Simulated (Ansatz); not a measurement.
The cluster Li₄⁺: single points at one geometry.

```yaml
crystal:
  periodic: [false, false, false]
  atoms:
    - {symbol: Li, position_ang: [-1.372862, 0.151179, -0.018943]}
    - {symbol: Li, position_ang: [0.310345, 2.815237, -0.049909]}
    - {symbol: Li, position_ang: [-0.313876, -2.814812, 0.047839]}
    - {symbol: Li, position_ang: [1.376393, -0.151604, 0.021014]}
basis:
  gaussian: {orbitals: 6-31G}
total_charge: 1
magnetization: {spin_polarized: true, initial_magnetization: 1}
hamiltonian: {xc: {name: B3LYP}}
scf: {omitted_lower_state_checks: [starts]}
output: {orbitals: {seedname: orbitals}}
```

The file start.molden holds the orbitals of an earlier run on this structure, at another level or in another basis.

```sh
$ ansatz run in.yaml --threads 4 --pin off --events-out ev --progress --plain --max-ram 3916MiB
```

Shortened log:

```
Functional definition: B3LYP
504 factors; integrals over basis functions are off by at most 7.3e-5 eV
mean field evaluation 1: about -812.8737 eV, gradient 4.0e0 eV
mean field evaluation 2: about -813.2090 eV, gradient 1.6e0 eV
mean field evaluation 4: about -813.2802 eV, gradient 1.2e-1 eV
mean field evaluation 8: about -813.2643 eV, gradient 1.5e-2 eV
mean field -813.26431703 eV, -29.8869124004 hartree, gradient 1.1e-5 eV, S^2 0.758763; 0 other end points of the search recorded, 0 dependent functions left out
reference -813.26455881 eV, -29.8869212858 hartree; 6, 5 occupied and 30, 31 virtual orbitals, 504 factors
Total energy: -813.26455881 eV, -29.8869212858 hartree
Checks for a lower state left out: starts
```

It took 0.5 s on 4 threads of Arm Neoverse V1 on a shared host.

The first input with `gaussian: {orbitals: def2-TZVP, initial_orbitals: start.molden}`, `correlation: {method: mp2}` and without the key `hamiltonian` (abridged; 0.15 s):

```
Functional definition: HF
mean field -806.02783594 eV, -29.6209766253 hartree, gradient 2.2e-6 eV, S^2 0.829740
second order -3.75363722 eV of doubles, -0.00000000 eV of singles
Total energy: -809.78147315 eV, -29.7589202488 hartree
Checks for a lower state left out: starts
```

The first input with `gaussian: {orbitals: def2-TZVPP, initial_orbitals: start.molden}`, `correlation: {method: ccsd_t}`, `scf: {omitted_lower_state_checks: [starts, cluster_reference]}` and without the key `hamiltonian` (abridged; 1.5 s):

```
Functional definition: HF
mean field -806.09657821 eV, -29.6235028572 hartree, gradient 1.8e-6 eV, S^2 0.829323
second order -3.96517145 eV of doubles, -0.00000000 eV of singles
cycle   1  -4.55698626 eV  change   -5.9e-1 eV  update   7.3e-2
cycle   2  -4.80368879 eV  change   -2.5e-1 eV  update   4.0e-2
cycle   3  -4.77776537 eV  change    2.6e-2 eV  update   1.5e-2
cycle   4  -4.78918320 eV  change   -1.1e-2 eV  update   6.5e-3
cycle   5  -4.79724334 eV  change   -8.1e-3 eV  update   2.9e-3
cycle   6  -4.79549574 eV  change    1.7e-3 eV  update   1.2e-3
cycle   7  -4.79517325 eV  change    3.2e-4 eV  update   5.2e-4
cycle   8  -4.79583904 eV  change   -6.7e-4 eV  update   2.2e-4
cycle   9  -4.79563476 eV  change    2.0e-4 eV  update   8.7e-5
cycle  10  -4.79569918 eV  change   -6.4e-5 eV  update   3.6e-5
cycle  11  -4.79568322 eV  change    1.6e-5 eV  update   1.3e-5
cycle  12  -4.79568917 eV  change   -6.0e-6 eV  update   5.2e-6
perturbative correction -0.03472178 eV, -0.0012760017 hartree
Total energy: -810.92698915 eV, -29.8010171853 hartree
Checks for a lower state left out: starts, cluster_reference
```

First input, but with `gaussian: {orbitals: def2-TZVP, initial_orbitals: start.molden}`, `hamiltonian: {xc: pbe0}`, `output: {forces: true, orbitals: {seedname: orbitals}}` and without the key `scf` (abridged; 0.85 s):

```
Functional definition: PBE0
mean field evaluation 16: about -810.6791 eV, gradient 1.1e-2 eV
mean field -810.67914475 eV, -29.7919090715 hartree, gradient 2.4e-5 eV, S^2 0.768762; 5 other end points of the search recorded, 0 dependent functions left out
Total energy: -810.67920502 eV, -29.7919112865 hartree
Atom 0 force    -0.047303     0.005685    -0.000709 eV/Å
Atom 1 force     0.003671     0.026824    -0.000443 eV/Å
Atom 2 force    -0.001894    -0.027120     0.000499 eV/Å
Atom 3 force     0.045525    -0.005389     0.000653 eV/Å
Dipole moment:     0.000652    -0.000025    -0.000547 e Å
```

First input, but with `gaussian: {orbitals: def2-TZVP, initial_orbitals: start.molden}`, `hamiltonian: {xc: pbe}` (abridged; 0.5 s):

```
Functional definition: PBE
mean field -810.16717002 eV, -29.7730943473 hartree, gradient 1.2e-5 eV, S^2 0.760455
Total energy: -810.16724661 eV, -29.7730971620 hartree
Checks for a lower state left out: starts
```

First input, but with `gaussian: {orbitals: def2-TZVP, initial_orbitals: start.molden}`, `hamiltonian: {xc: hf}` (abridged; 0.15 s):

```
Functional definition: HF
mean field -806.02783968 eV, -29.6209767629 hartree, gradient 2.5e-5 eV, S^2 0.829741
Total energy: -806.02783968 eV, -29.6209767629 hartree
Checks for a lower state left out: starts
```

First input, but with `gaussian: {orbitals: def2-TZVP, initial_orbitals: start.molden}`, `hamiltonian: {xc: {name: BHLYP}}` (abridged; 0.45 s):

```
Functional definition: BHLYP
mean field -812.49383496 eV, -29.8585977065 hartree, gradient 3.7e-5 eV, S^2 0.768533
Total energy: -812.49402588 eV, -29.8586047230 hartree
Checks for a lower state left out: starts
```

Geometry: B3LYP/def2-TZVP.

B3LYP takes the VWN-RPA correlation. Correlated methods freeze no core orbitals; core or outer-core shells of Li are correlated, in sets that lack core-valence functions. At MP2/def2-TZVP, CCSD(T)/def2-TZVPP, HF/def2-TZVP the charge 1 doublet is spin-contaminated (final ⟨S²⟩ up to 0.83, 0.75 for a pure state). The structure comes from a short search, and lower isomers may exist.
